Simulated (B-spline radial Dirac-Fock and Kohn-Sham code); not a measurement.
## Elastic scattering of 7.52 keV positrons by the free praseodymium atom

The computed values come from a radial atomic solver: relativistic (Dirac) partial waves in the static field of the Dirac-Fock atom, without polarisation or absorption potentials.

```csv
θ (°),dσ/dΩ (Å²/sr)
5,7.95
10,1.11
15,0.319
20,0.134
25,0.0679
30,0.0380
35,0.0230
40,0.0148
45,0.0101
50,0.00717
55,0.00530
60,0.00404
65,0.00316
70,0.00253
75,0.00206
80,0.00171
85,0.00144
90,0.00122
95,0.00106
100,0.000924
105,0.000816
110,0.000728
115,0.000656
120,0.000597
125,0.000548
130,0.000507
135,0.000473
140,0.000444
145,0.000421
150,0.000402
155,0.000387
160,0.000375
165,0.000366
170,0.000359
175,0.000356
```

The total elastic cross section is 1.15 Å², the first transport cross section 0.0259 Å² and the second, weighted with (3/2) sin²θ, 0.0562 Å². The mean deflection is ⟨1 − cos θ⟩ = 0.0226, and 0.36 % of the collisions scatter beyond 90°.

Phase shifts modulo π (rad) for κ = −1 to −5: -1.106, -0.076, 0.597, 1.063, 1.402.
